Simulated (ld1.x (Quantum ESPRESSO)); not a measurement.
Results of a calculation; reference values are marked as such.
Potentials for silicon (Si) compared

Generated with ld1.x 7.5 (TM, RRKJ, ultrasoft, PAW), atompaw 4.2 or ONCVPSP 4.0.1. The cutoff is in Ry: for ld1.x and atompaw files where the sum of valence levels is converged to 10 mRy in a Bessel basis, for ONCV files where the hardest occupied wave has 1 mHa per electron of residual kinetic energy. The error is the largest all-electron minus pseudo excitation energy over each file’s own four to seven test configurations (ionisations up to +4, promotions, holes and added fractions of an electron), all of which were solved. The labels leave out finer settings (local radius, basis sizes, second energies), which also bear on the numbers. Spin-polarised tests are not counted. The rows are a selection from randomly drawn settings: files with unsolved tests, undetermined cutoffs or missed reference levels are left out.

A true bound ghost makes a file unfit for plane-wave use even where its test errors are small: the radial tests pick states by their node count and pass the ghost by.

| potential | cutoff (Ry) | largest error (meV) | bound ghosts |
| --- | --- | --- | --- |
| TM, LDA (PZ), scalar-relativistic, rc 1.40/1.90/1.95 (spd), local s, core correction yes, reference 3s2 3p0 | 35 | +34 | none |
| TM, LDA (PZ), scalar-relativistic, rc 1.40/2.10 (sp), local s, core correction yes, reference 3s1 3p3 | 25 | +69 | none |
| PAW, LDA (PZ), scalar-relativistic, rc 1.90/2.05/1.85 (spd), local smoothed, core correction yes, reference 3s1.75 3p2.25 | 8 | -69 | none |
| PAW, LDA (PZ), scalar-relativistic, rc 1.60/1.90/1.85 (spd), local smoothed, core correction yes, reference 3s2 3p2 | 12 | -75 | none |
| RRKJ, PBE, non-relativistic, rc 1.95/2.20 (sp), local smoothed, core correction yes, reference 3s2 3p1 | 18 | +69 | none |
| PAW, BP86, scalar-relativistic, rc 1.80/2.30/2.05 (spd), local smoothed, core correction yes, reference 3s2 3p1 | 10 | -45 | none |
| PAW, BP86, non-relativistic, rc 1.80/2.10/2.30 (spd), local smoothed, core correction yes, reference 3s1.75 3p2.25 | 10 | -60 | none |

Task: Fill in the row for Si: ultrasoft, BP86, non-relativistic, rc 2.00/1.55/1.85 (spd), local d, core correction no, reference 3s2 3p2.

Result: cutoff 6 Ry, largest error +134 meV, bound ghosts: p.
